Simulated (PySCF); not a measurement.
C₂H₂F₃, SMILES FC[C](F)F, multiplicity 2. The structure is a stationary point at B3LYP-D3(BJ)/def2-SVP. The isomer is the one that the SMILES or the coordinates give; other isomers of the formula were not compared. One conformer was computed; it need not be the lowest.

Computed equilibrium geometry at B3LYP-D3(BJ)/def2-SVP (PySCF confirms it by a frequency run) as Cartesian coordinates in Å, and its point group (one conformer of several):
point group Cs.
```xyz
7

F     -1.6350    -0.5689     0.0000
C     -0.9130     0.6164     0.0000
C      0.5534     0.3707     0.0000
F      1.0683    -0.1773     1.0935
F      1.0683    -0.1773    -1.0935
H     -1.1782     1.1944    -0.8998
H     -1.1782     1.1944     0.8998
```
Charge 0, spin multiplicity 2.
